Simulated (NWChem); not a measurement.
**Correlation energy of CH$_{3}$Li**

```
C
H 1 1.1088
H 1 1.1088 2 105.03
H 1 1.1088 2 105.03 3 110.50
Li 1 1.9721 2 113.61 4 124.75
```
Charge 0, spin multiplicity 1.

Program: NWChem. All single points use one geometry, from PBE0/def2-SVP, a minimum by its harmonic frequencies.

Basis set: cc-pVTZ. Each correlation energy counts from its own Hartree-Fock reference.

The correlated methods keep 1 core orbital frozen. The structure started from a generated list of species. Coupled-cluster values serve here as a point of comparison, not as the truth.

For the correlation energy, CCSD gives -238.3 mHa and CR-CCSD(T) gives -245.3 mHa. What do SCS-MP2, CCSD+T(CCSD), CCSD(T) give?

SCS-MP2: -226.8 mHa; CCSD+T(CCSD): -246.7 mHa; CCSD(T): -246.5 mHa.
